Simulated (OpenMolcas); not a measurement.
## Dy IV: effect of the active space

```yaml
Program: OpenMolcas
Method: CASSCF or its RAS form
Basis: ANO-RCC-VTZP
Scalar_Hamiltonian: DKH2, point nucleus
Spin-orbit_coupling: state interaction with AMFI integrals over the reference wave functions, term energies averaged over their components
```

A. 9 electrons in 7 orbitals (4f); 2S+1 = 6 odd, 21 roots; 2S+1 = 4 odd, 224 roots (208 in the spin-orbit step); 2S+1 = 2 odd, 490 roots (385 in the spin-orbit step); cost about 9 core-minutes
B. 9 electrons in 12 orbitals (RAS2 4f; RAS3 5d, at most 1 electron); 2S+1 = 6 odd, 21 roots; 2S+1 = 4 odd, 128 roots kept (CI in the orbitals of an earlier block); 2S+1 = 2 odd, 130 roots kept (CI in the orbitals of an earlier block); 2S+1 = 8 even, 35 roots (21 in the spin-orbit step); 2S+1 = 6 even, 122 roots kept (CI in the orbitals of an earlier block, 0 in the spin-orbit step); 2S+1 = 4 even, 118 roots kept (CI in the orbitals of an earlier block, 0 in the spin-orbit step); 2S+1 = 2 even, 122 roots kept (CI in the orbitals of an earlier block, 0 in the spin-orbit step); cost about 24 core-minutes

Energies in cm⁻¹ above 4f⁹ ⁶H°_15/2.

```json
{"Level": "4f⁹ ⁶H°_15/2", "A": "0.0", "B": "0.0"}
{"Level": "4f⁹ ⁶H°_13/2", "A": "3516", "B": "3545"}
{"Level": "4f⁹ ⁶H°_11/2", "A": "6024", "B": "6073"}
{"Level": "4f⁹ ⁶H°_9/2", "A": "7964", "B": "8033"}
{"Level": "4f⁹ ⁶H°_7/2", "A": "9466", "B": "9572"}
{"Level": "4f⁹ ⁶F°_11/2", "A": "9863", "B": "9937"}
{"Level": "4f⁹ ⁶H°_5/2", "A": "10586", "B": "10737"}
{"Level": "4f⁹ ⁶F°_9/2", "A": "11295", "B": "11357"}
{"Level": "4f⁹ ⁶F°_7/2", "A": "13254", "B": "13308"}
{"Level": "4f⁹ ⁶F°_5/2", "A": "14725", "B": "14766"}
{"Level": "4f⁹ ⁶F°_3/2", "A": "15608", "B": "15633"}
{"Level": "4f⁹ ⁶F°_1/2", "A": "16172", "B": "16166"}
{"Level": "4f⁹ ⁴F°_9/2(1) [67 %]", "A": "24489", "B": "24617"}
{"Level": "4f⁹ ⁴I°_15/2(1) [57 %]", "A": "25171", "B": "25203"}
{"Level": "4f⁹ ⁴G°_11/2(1)", "A": "27251", "B": "27328"}
{"Level": "4f⁹ ⁴M°_21/2", "A": "27705", "B": "27654"}
{"Level": "4f⁹ ⁴I°_13/2(1) [73 %]", "A": "28892", "B": "28940"}
{"Level": "4f⁹ ⁴M°_19/2 [72 %]", "A": "29238", "B": "29201"}
{"Level": "4f⁹ ⁴F°_7/2(1) [63 %]", "A": "29493", "B": "29625"}
{"Level": "4f⁹ ⁴I°_11/2(1)", "A": "31264", "B": "31560"}
{"Level": "4f⁹ ⁴M°_15/2 [58 %]", "A": "31354", "B": "31352"}
{"Level": "4f⁹ ⁴M°_17/2 [54 %]", "A": "33008", "B": "33034"}
{"Level": "4f⁹ ⁴I°_9/2(1)", "A": "33020", "B": "33064"}
{"Level": "4f⁹ ⁴F°_5/2(1) [53 %]", "A": "33434", "B": "33624"}
```

The spin-orbit steps hold different terms of 4f⁹ (B lacks among others a ²D°, a ²F°, a ²G°, a ²H°, ²I°), which shifts levels as well.

Between A and B the level of the table that moves most is 4f⁹ ⁴I°_11/2(1), by 300 cm-1 (lowest in A, highest in B).

High states are left out of the spin-orbit mixing, which shifts the levels that they would mix with. Without dynamic correlation excited terms often stand tens of per cent too high (terms of higher spin than the ground term too low), and those without a measured partner can miss by more than the paired ones. Terms from blocks run as CI alone lack orbitals of their own (holds for B). Only configurations of the active space appear. Levels that lie high or do not pair safely by name in every column are left out.

A share in square brackets marks a mixed level and gives the weight of the term that names it, the lowest over the columns. A number in round brackets counts repeated terms of one configuration in the order of the reference energies. ° marks odd parity.
